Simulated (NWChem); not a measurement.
System: Br anion

Input file for NWChem:

```
start job
memory heap 200 mb stack 900 mb global 1100 mb
charge -1
geometry units angstroms noautosym nocenter noautoz
  Br     0.000000     0.000000     0.000000
end
basis spherical
  Br library def2-tzvp
end
dft
  xc hfexch
  iterations 150
end
property
  response 1 0.0
end
task dft property
```

Sets without diffuse functions describe the anion's extra electron poorly.

Static field.

Question: What results follow from this input? (Hartree-Fock/def2-TZVP.) Quantities: basis functions; isotropic polarisability (bohr³); anisotropy (bohr³).

Answer: The number of basis functions is 48 and the isotropic polarisability (bohr³) comes out as 17.8. The anisotropy (bohr³) is 0.0.
